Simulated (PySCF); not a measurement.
# Löwdin shares of the frontier orbitals

Compound: n-propyl bromide, C3H7Br.
Atom-mapped SMILES: `[CH3:1][CH2:2][CH2:3][Br:4]` (hydrogens: H5, H6, H7 on C1; H8, H9 on C2; H10, H11 on C3)

Geometry (PBE0-D3(BJ)/def2-SVP, Å), atoms numbered from 1 in this order:
```xyz
11
C3H7Br angstrom
C     -1.3521   -0.0464   -0.0685
C      0.0786   -0.5646   -0.1091
C      1.0787    0.5322    0.1874
Br     2.9132   -0.1131    0.1432
H     -1.5155    0.7497   -0.8121
H     -1.6049    0.3658    0.9213
H     -2.0677   -0.8536   -0.2840
H      0.3005   -0.9969   -1.0983
H      0.2107   -1.3798    0.6207
H      1.0267    1.3453   -0.5497
H      0.9335    0.9603    1.1889
```

Theory: PySCF 2.14.0, density-fitted response routines, TDDFT B3LYP/def2-SVPD, vertical, gas phase, core orbitals frozen in the response. The B3LYP/def2-SVPD calculation is non-relativistic and has no spin–orbit coupling, an omission that weighs most on bromine.

Kohn–Sham orbitals with the atoms that hold most of them (Löwdin shares over 4%, at most four atoms; ? is withheld):

| orbital | ε (eV) | atoms |
| --- | --- | --- |
| LUMO+2 | 0.99 | Br4 31%, C1 14%, H7 11%, C3 8% |
| LUMO+1 | 0.52 | Br4 29%, C3 16%, C1 15%, C2 10% |
| LUMO | -0.40 | ? |
| HOMO | -7.59 | Br4 83%, C3 11% |
| HOMO-1 | -7.62 | Br4 82%, C3 9%, C2 4% |
| HOMO-2 | -9.57 | C2 28%, C1 18%, H9 12%, H8 12% |
| HOMO-3 | -9.74 | Br4 34%, C1 17%, C3 17%, C2 17% |

Task: Which atoms hold the LUMO, and with what shares?

Result: Br4 (bonded to C) 52%; C3 (bonded to Br, C and 2 H) 23%; C1 (bonded to C and 3 H) 6%. By element: bromine 52%, carbon 29% or more.

Task: The HOMO–LUMO gap is 7.19 eV. Where does the response calculation put the lowest singlet, and from which orbitals?

Result: S1 is at 6.03 eV (f = 0.0006), 1.16 eV below the gap, made of HOMO→LUMO (96%). Without the coupling terms of the response equations the lowest excitation would equal the gap.

Next come S2 at 6.07 eV (f 0.0014), HOMO-1→LUMO (97%); S3 at 7.18 eV (f 0.040), HOMO→LUMO+1 (92%); S4 at 7.23 eV (f 0.046), HOMO-1→LUMO+1 (92%); S5 at 7.77 eV (f 0.0029), HOMO→LUMO+2 (86%).

Löwdin shares depend on the basis, the more so with diffuse functions.

One conformer stands for the species.
